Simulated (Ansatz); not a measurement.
Total energies of CH₇AlB₂, SMILES `B[CH](B)[AlH2]`.

| atom | x (Å) | y (Å) | z (Å) |
| --- | --- | --- | --- |
| B1 | 0.941 | -0.724 | -0.936 |
| C2 | -0.151 | 0.324 | -0.821 |
| B3 | 0.190 | 1.289 | 0.272 |
| Al4 | -0.961 | -0.591 | 0.817 |
| H5 | 1.204 | -1.206 | -1.998 |
| H6 | 1.581 | -1.059 | 0.022 |
| H7 | -0.670 | 0.643 | -1.719 |
| H8 | 0.226 | 2.479 | 0.259 |
| H9 | 0.379 | 0.786 | 1.402 |
| H10 | -0.372 | -1.919 | 1.428 |
| H11 | -2.368 | -0.023 | 1.274 |

Total charge 0; spin multiplicity 1. Geometry: relaxed with PBE0-D4/def2-TZVP. Basis def2-TZVPP, Ansatz 0.2.0.

RPA on PBE orbitals: Hartree–Fock energy of these orbitals -333.18768 Eh, correlation -0.88358 Eh (frozen core).

```tsv
functional	energy without D4 (Eh)	D4 term (kJ/mol)
r2SCANh	-334.35304	-5.2
B2PLYP	-334.23101	–
```

Question: Give the same for LDA (SPW92), PBE, revPBE, BLYP, r2SCAN, B97M-V, PBE0, B3LYP, r2SCAN0, HSE06 (plane-wave form), BHLYP, CAM-B3LYP, LC-ωPBE, ωB97X-V, ωB97M-V, PBE-QIDH. (An estimate is asked.)

Answer: Ansatz gave: 
```
             functional  energy without D4 (Eh)  D4 term (kJ/mol)
            LDA (SPW92)              -332.39646                 –
                    PBE              -334.15146             -20.6
                 revPBE              -334.36350             -62.1
                   BLYP              -334.38602             -45.5
                 r2SCAN              -334.35653              -4.8
                 B97M-V              -334.42172                 –
                   PBE0              -334.20298             -17.3
                  B3LYP              -334.48831             -33.4
                r2SCAN0              -334.34860              -5.7
HSE06 (plane-wave form)              -334.18983             -16.1
                  BHLYP              -334.39718             -26.1
              CAM-B3LYP              -334.38756             -17.5
                LC-ωPBE              -334.29511                 –
                ωB97X-V              -334.38644                 –
                ωB97M-V              -334.36742                 –
               PBE-QIDH              -334.10124                 –
```

B3LYP takes the VWN-RPA correlation (the form of Gaussian; ORCA's B3LYP/G). HSE06 is the plane-wave form, built on full-range PBE exchange. The double hybrids freeze the cores in their second-order part.

LC-ωPBE has ω = 0.4 bohr⁻¹.
